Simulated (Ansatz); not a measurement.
The first iterations of a band of AlClFHO + H3P (9 atoms, charge 0, multiplicity 1).

All numbers below come from Ansatz 0.2.0, RKS r2SCAN/def2-SVP.

| Property | Result |
| --- | --- |
| movable images | 9 |
| climbing image | yes |
| spring | 5.0 eV/Å² |
| optimiser | quadratic models (default) |
| start path | through a guess of the saddle point |
| force threshold | 0.05 eV/Å |
| iteration limit | 60 |
| end points | relaxed |

Image 0:

```xyz
9
Properties=species:S:1:pos:R:3
Al 0.174 0.049 0.269
O -0.258 -0.647 1.752
H -1.137 -0.615 2.142
Cl 2.067 -0.382 -0.507
F -0.979 0.678 -0.759
P 0.799 2.953 1.262
H 1.936 2.340 0.654
H -0.045 2.729 0.130
H 0.385 1.747 1.928
```

Image 10:

```xyz
9
Properties=species:S:1:pos:R:3
Al 0.425 0.592 0.228
O -0.184 -0.215 1.939
H -1.093 -0.528 1.787
Cl 1.985 -0.681 -0.427
F -1.090 0.302 -0.451
P 0.878 2.767 0.954
H 2.122 2.861 0.260
H 0.112 3.348 -0.104
H -0.212 0.406 2.686
```

| iteration | highest image above the first end (eV) | largest band force component (eV/Å) |
| --- | --- | --- |
| 1 | 4.079 | 11.040 |
| 2 | 2.123 | 4.376 |
| 3 | 1.184 | 1.989 |
| 4 | 0.910 | 1.113 |
| 5 | 0.769 | 0.438 |

Problem. Does the band converge within its limit, and where does its top end?

Solution. It converged. It ended after 15 iterations with the highest image 0.647 eV above the first end. A vibrational analysis at the climbing image gives one clearly imaginary mode, 1010i cm⁻¹: a first-order saddle point. The orbitals stay closed-shell, which can raise the energy where a bond breaks towards radicals; this wasn't checked here.

The run took 4.1 min on 4 threads of Arm Neoverse V2 (shared host), peak memory 0.18 GiB.
